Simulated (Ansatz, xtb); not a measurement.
**CH2F2OSi+: where a starting geometry ends**

The starting geometry of this gas-phase doublet was built from a drawn formula by distance geometry and a force field; its bonds are those of `[CH2+][Si]([O])(F)F`.

```xyz
7

C    -0.1997   -0.1081   -0.3338
F     0.7023    2.0225    1.3498
F     2.4025   -0.1195    0.9104
O     1.8996    1.7473   -1.1263
Si    1.1803    0.9538    0.1966
H    -1.0310    0.3936   -0.8349
H    -0.1806   -1.1577   -0.2869
```

**Question.** Predict what becomes of its bonds when it is optimised with r2SCAN-D4/def2-SVP.

**Answer.** A new bond forms, giving a structure given below by its coordinates. Distances that change by over a tenth: C1–Si5 (1.82 → 2.05 Å), F3–Si5 (1.78 → 1.56 Å). Contacts that close: C1–O4 (2.91 → 1.40 Å).

The energy falls by 3.13 eV over 25 steps:

```
step  E − E(last) (eV)
   1             3.135
   4             2.073
   6             1.890
   9             1.321
  12             0.881
  14             0.468
  17             0.070
  20             0.006
  22             0.001
  25             0.000
```

Final geometry (Å):

```yaml
atoms:
  - { symbol: C, position_ang: [-0.0181, 0.0676, -0.6994] }
  - { symbol: F, position_ang: [0.8597, 2.2004, 1.4040] }
  - { symbol: F, position_ang: [2.4585, 0.0942, 1.2003] }
  - { symbol: O, position_ang: [1.0468, 0.9090, -1.0398] }
  - { symbol: Si, position_ang: [1.3212, 0.9612, 0.5740] }
  - { symbol: H, position_ang: [-1.0262, 0.5120, -0.7083] }
  - { symbol: H, position_ang: [0.1314, -1.0126, -0.8558] }
```

From the same start GFN2-xTB reaches the same bonding as this run.

The end wasn't checked by frequencies. Open shells are spin-unrestricted. Run with Ansatz 0.2.0, 68 s on 2 threads of Intel(R) Xeon(R) 6975P-C (Granite Rapids), with other jobs on the host.
